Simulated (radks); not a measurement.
Cl, configuration [Ne] 3s2 3p5. Method: scalar-relativistic Kohn-Sham, r2SCAN, spin-unpolarised, spherical densities, finite nucleus; meta-GGA in the generalised Kohn-Sham scheme; Fermi nuclear charge, rms radius 3.3654 fm; computed with a radial shooting solver on a logarithmic mesh with Libxc functionals.

Local quantities along the radius. ELF = 1/(1 + alpha^2) is the electron localisation function; alpha = (tau - tau_W)/tau_unif compares the Pauli kinetic energy density with that of the uniform gas. tau is taken from the large components.

```
   r/bohr * ELF (the largest magnitude, 1, reaches the edge; | marks zero)
 0.002948 |                                                      *
 0.003324 |                                                      *
 0.003778 |                                                      *
 0.004259 |                                                      *
 0.004802 |                                                      *
 0.005415 |                                                      *
 0.006154 |                                                      *
 0.006938 |                                                      *
 0.007823 |                                                      *
 0.008821 |                                                      *
  0.01002 |                                                      *
   0.0113 |                                                      *
  0.01274 |                                                      *
  0.01437 |                                                      *
  0.01633 |                                                      *
  0.01841 |                                                      *
  0.02076 |                                                      *
  0.02341 |                                                      *
   0.0266 |                                                      *
     0.03 |                                                      *
  0.03382 |                                                      *
  0.03813 |                                                      *
  0.04334 |                                                      *
  0.04887 |                                                      *
   0.0551 |                                                     *
  0.06212 |                                                     *
   0.0706 |                                                   *
  0.07961 |                                                *
  0.08975 |                                          *
   0.1012 |                                 *
    0.115 |                       *
   0.1297 |               *
   0.1462 |            *
   0.1649 |            *
   0.1874 |                 *
   0.2113 |                        *
   0.2382 |                                 *
   0.2686 |                                       *
   0.3052 |                                            *
   0.3442 |                                              *
    0.388 |                                              *
   0.4375 |                                              *
   0.4972 |                                          *
   0.5606 |                                  *
   0.6321 |                   *
   0.7127 |       *
     0.81 |    *
   0.9133 |      *
     1.03 |                  *
    1.161 |                                   *
     1.32 |                                            *
    1.488 |                                              *
    1.678 |                                               *
    1.891 |                                             *
     2.15 |                                           *
    2.424 |                                       *
    2.733 |                                 *
    3.081 |                        *
    3.502 |              *
    3.948 |       *
    4.452 |  *
    5.019 |*
    5.705 *
    6.432 *
```

On this mesh the ELF has minima near r = 0.15, 0.81 bohr, which separate the shells, and maxima near 0.39 (0.86), 1.7 (0.86).
